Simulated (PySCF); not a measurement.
## Heteronuclear NMR

Atom-mapped SMILES (the numbers label the heavy atoms): `[CH3:1][c:2]1[cH:3][cH:4][c:5]([SiH3:6])[c:7]([C:8](=[O:9])[F:10])[cH:11]1`. Hydrogens are named by the atom that carries them.

Isolated molecule, rapidly exchanging positions averaged, one conformer, non-relativistic. Shielding tensors at PBE0/pcSseg-1 (GIAO); coordinates at the GFN2-xTB level; PySCF 2.14.

Question: Where does 19F resonate?

Answer: 
| atoms | environment | σ (ppm) | δ (ppm) |
| --- | --- | --- | --- |
| F10 | fluorine bonded to C | 159.5 | 2.2 |

Shieldings were converted by a linear fit to measured shifts: 19F (scatter 6.0 ppm rms, 7.0 ppm with the 5 outliers that the fit left out vs CFCl3, solution or neat liquid, with a term for F on sp3 carbon). Occasional misses reach two or three times the rms, and more in compound classes unlike the fitted ones.

On a 600 MHz spectrometer 19F resonates near 564.6 MHz, so 1 ppm is 564.6 Hz.

Question: Predict the 29Si NMR data.

Answer: 
```
atoms               environment  σ (ppm)  δ (ppm)
  Si6  silicon bonded to C, 3 H    417.7    -63.3
```

Shieldings were converted by a linear fit to measured shifts: 29Si: δ = 279.94 − 0.822σ (rms 8.9 ppm, 72 shifts, 25.8 ppm with the 6 outliers that the fit left out vs TMS, solution or neat liquid). Occasional misses reach two or three times the rms, and more in compound classes unlike the fitted ones.

On a 600 MHz spectrometer 29Si resonates near 119.2 MHz, so 1 ppm is 119.2 Hz.

Question: Where does 17O resonate?

Answer: 
| atoms | environment | σ (ppm) | δ (ppm) |
| --- | --- | --- | --- |
| O9 | carbonyl oxygen | -95.7 | 353.9 |

Shieldings were converted by a linear fit to measured shifts: 17O (scatter 10.7 ppm rms, 12.2 ppm with the 3 outliers that the fit left out vs liquid water, solution or neat liquid). Occasional misses reach two or three times the rms, and more in compound classes unlike the fitted ones.

On a 300 MHz spectrometer 17O resonates near 40.7 MHz, so 1 ppm is 40.7 Hz.
